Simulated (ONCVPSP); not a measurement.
## u(r) = r·R(r): atom against pseudo-atom (phosphorus (P))

Columns: radius, all-electron u(r) and pseudo u(r) of the 2p shell (level -125.26 eV) of phosphorus in the configuration [He] 2s2 2p6 3s1.5 3p3.5; LDA (Perdew-Zunger), scalar-relativistic, ONCV scheme, ONCVPSP 4.0.1.

```json
{"r (bohr)": "0.040", "all-electron": "0.1287", "pseudo": "0.0487"}
{"r (bohr)": "0.080", "all-electron": "0.3866", "pseudo": "0.1875"}
{"r (bohr)": "0.120", "all-electron": "0.6620", "pseudo": "0.3951"}
{"r (bohr)": "0.160", "all-electron": "0.9052", "pseudo": "0.6413"}
{"r (bohr)": "0.200", "all-electron": "1.0976", "pseudo": "0.8931"}
{"r (bohr)": "0.240", "all-electron": "1.2359", "pseudo": "1.1202"}
{"r (bohr)": "0.280", "all-electron": "1.3234", "pseudo": "1.2986"}
{"r (bohr)": "0.320", "all-electron": "1.3686", "pseudo": "1.4170"}
{"r (bohr)": "0.360", "all-electron": "1.3791", "pseudo": "1.4733"}
{"r (bohr)": "0.400", "all-electron": "1.3623", "pseudo": "1.4736"}
{"r (bohr)": "0.440", "all-electron": "1.3254", "pseudo": "1.4316"}
{"r (bohr)": "0.480", "all-electron": "1.2736", "pseudo": "1.3606"}
{"r (bohr)": "0.520", "all-electron": "1.2119", "pseudo": "1.2745"}
{"r (bohr)": "0.560", "all-electron": "1.1437", "pseudo": "1.1834"}
{"r (bohr)": "0.600", "all-electron": "1.0720", "pseudo": "1.0937"}
{"r (bohr)": "0.640", "all-electron": "0.9989", "pseudo": "1.0090"}
{"r (bohr)": "0.680", "all-electron": "0.9263", "pseudo": "0.9299"}
{"r (bohr)": "0.720", "all-electron": "0.8553", "pseudo": "0.8561"}
{"r (bohr)": "0.760", "all-electron": "0.7868", "pseudo": "0.7868"}
{"r (bohr)": "0.800", "all-electron": "0.7215", "pseudo": "0.7213"}
{"r (bohr)": "0.840", "all-electron": "0.6597", "pseudo": "0.6596"}
{"r (bohr)": "0.880", "all-electron": "0.6016", "pseudo": "0.6015"}
{"r (bohr)": "0.920", "all-electron": "0.5475", "pseudo": "0.5474"}
{"r (bohr)": "0.960", "all-electron": "0.4972", "pseudo": "0.4971"}
{"r (bohr)": "1.000", "all-electron": "0.4508", "pseudo": "0.4507"}
{"r (bohr)": "1.040", "all-electron": "0.4081", "pseudo": "0.4080"}
```

(1) How many radial nodes do the two functions have?

(2) At about which radius was the pseudo-wave matched?

(3) Is the pseudo-wave norm-conserving?

## Answers

(1) The all-electron 2p function has n − l − 1 = 0; the pseudo-wave has 0.

(2) 0.80 bohr, where the columns begin to agree (steps of 0.04 bohr).

(3) Yes: the ONCV scheme keeps the norm inside the radius equal to the all-electron one, which fixes the energy derivative of the logarithmic derivative at the level.
